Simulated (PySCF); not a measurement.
Input file for PySCF: U-B3LYP/LANL2DZ on BGeH5 (SMILES [BH2][GeH3]), a point of a bond scan (R = 1.848 Å).

```python
from pyscf import gto, scf, dft, mp
from pyscf.data.elements import chemcore

mol = gto.M(
    atom='''
    B    -1.68447901   -0.08981357   -0.38805636
    Ge    0.32433246    0.01332500    0.07253106
    H     1.32875952   -1.42129232   -0.51594032
    H     0.93481345    1.29602953   -0.53231896
    H     0.50580440    0.12014751    1.60207949
    H    -2.40523210    0.79344296   -0.04632267
    H    -2.15298444   -1.00476260   -0.98628824
    ''',
    basis='lanl2dz',
    ecp={'Ge': 'lanl2dz'},
    charge=0, spin=0, verbose=3, max_memory=1800)
mf = dft.UKS(mol, xc='b3lyp')
mf.conv_tol = 1e-8
mf.max_cycle = 100
mf.init_guess_breaksym = True
mf.kernel()
if not mf.converged:
    mf = mf.newton().run(mf.mo_coeff, mf.mo_occ)
for _ in range(4):
    mo, _, stable, _ = mf.stability(return_status=True)
    if stable:
        break
    mf.kernel(mf.make_rdm1(mo, mf.mo_occ))
```

Program output:

```
converged SCF energy = -31.5469039028025  <S^2> = 2.5377904e-09  2S+1 = 1
<class 'pyscf.dft.uks.UKS'> wavefunction is stable in the internal stability analysis
```

The calculation finished and met its thresholds.

Cost: about 23 core-seconds (a rough figure).
